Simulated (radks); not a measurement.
Problem. Radial electron density D(r) = 4 pi r^2 rho(r) of an atom or ion with 60 electrons. Method: non-relativistic Kohn-Sham, LB94 model potential, spin-polarised, spherical densities, point nucleus; computed with a radial shooting solver on a logarithmic mesh with Libxc functionals.

| r (bohr) | D(r) (e/bohr) | spin D(r) |
|---|---|---|
| 0.001301 | 2.928 | 0.000199 |
| 0.001763 | 5.084 | 0.000344 |
| 0.002409 | 8.770 | 0.000593 |
| 0.003265 | 14.51 | 0.000977 |
| 0.004425 | 23.15 | 0.00155 |
| 0.005997 | 35.14 | 0.00232 |
| 0.008127 | 49.89 | 0.00321 |
| 0.01101 | 64.88 | 0.00398 |
| 0.01505 | 75.59 | 0.00427 |
| 0.02039 | 77.07 | 0.00396 |
| 0.02764 | 71.60 | 0.00411 |
| 0.03746 | 70.70 | 0.00713 |
| 0.05076 | 84.83 | 0.0136 |
| 0.0688 | 102.6 | 0.0167 |
| 0.09324 | 98.55 | 0.0145 |
| 0.1274 | 81.22 | 0.0629 |
| 0.1726 | 86.43 | 0.306 |
| 0.234 | 86.81 | 0.960 |
| 0.3171 | 51.88 | 2.32 |
| 0.4297 | 36.65 | 4.24 |
| 0.5824 | 42.98 | 5.39 |
| 0.7957 | 27.70 | 4.80 |
| 1.078 | 12.88 | 3.29 |
| 1.461 | 8.507 | 1.61 |
| 1.981 | 4.540 | 0.447 |
| 2.684 | 1.448 | 0.256 |
| 3.638 | 0.4791 | 0.333 |
| 4.97 | 0.1826 | 0.177 |
| 6.736 | 0.03405 | 0.0340 |
| 9.129 | 0.001811 | 0.00181 |

What is the nuclear charge?

Solution. Z = 61. The innermost maximum, from 1s, lies near 1/Z = 0.0164 bohr (found: 0.0184), and its height grows with Z. The density is that of the promethium ion Pm+ in [Xe] 4f5 6s1; the configuration itself is not fixed sharply by these data, and Z only to a few units. D(r) has 4 maxima, at r = 0.0184, 0.0763, 0.204, 0.569 bohr, and minima at 0.0332, 0.138, 0.410 bohr, inside which lie 1.97, 11.40, 29.36 electrons.
